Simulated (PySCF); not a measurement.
## Electron correlation in Rh(3+) (rhodium, charge +3)

[Kr] 4d6, high-spin 5D determinant. Computed with PySCF 2.14 in aug-cc-pVTZ-PP with ECP28MDF, with a scalar-relativistic core potential. Frozen: 4s2 4p6; 6 electrons correlated.

| level | correlation energy (mhartree) |
| --- | --- |
| CCSD | -113.76 |
| (T) | -1.79 |
| CCSD(T) | -115.55 |

Diagnostics: T1 = 0.00056, D1 = 0.0011, largest double amplitude 0.022.

**Question.** Is a single reference adequate?

**Answer.** Yes, within this model without spin-orbit coupling: T1 lies below 0.03 and no double amplitude reaches 0.07.
